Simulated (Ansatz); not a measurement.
`C[Se][GeH2][OH]` + H₂ → `C[Se][GeH3]` + H₂O  (hydrogenolysis of a Ge–O bond)

Gas-phase electronic energies from Ansatz, PBE0-D4/def2-TZVP geometries. CBS: MP2 limit from def2 TZ/QZ plus the TZ coupled-cluster correction, frozen cores. This one scheme is used for every species. Functionals use def2-TZVPP. B3LYP here is the variant with VWN-RPA as its local correlation; programs differ in this. For Ge, Se outer-core shells are correlated without core-valence functions, which leaves a few kJ/mol of doubt a bond. Scalar relativity is left out up to krypton. Each species was taken in one conformer, which may not be the lowest.

(1) Is it downhill or uphill in electronic energy at CCSD(T)/CBS, and by how much? (Best estimate.)

(2) What do these levels give: r2SCAN-D4, PBE, PBE0, B3LYP, HF/def2-TZVPP, CCSD/def2-TZVPP, CCSD(T)/def2-TZVPP, HF/def2-QZVPP, MP2/def2-QZVPP, HF/CBS(def2), MP2/CBS(def2), CCSD/CBS(def2)? (An estimate is asked.)

Largest T1 diagnostic among the species: 0.011.

Answers

(1) The calculation gave: Uphill: ΔE = +11.2 kJ/mol.

(2) The calculation gave: r2SCAN-D4 18.9, PBE 10.8, PBE0 5.5, B3LYP 9.9, HF/def2-TZVPP 3.6, CCSD/def2-TZVPP 9.9, CCSD(T)/def2-TZVPP 14.0, HF/def2-QZVPP 3.1, MP2/def2-QZVPP 18.4, HF/CBS(def2) 3.1, MP2/CBS(def2) 17.4, CCSD/CBS(def2) 7.0 kJ/mol.

From PBE to PBE0 (25 % exact exchange), in def2-TZVPP and without D4, ΔE moves by −5.3 kJ/mol. In def2-TZVPP, CCSD(T) changes the Hartree–Fock value by +10.4 kJ/mol (the triples alone add +4.2 kJ/mol) and MP2 by +16.6 kJ/mol.
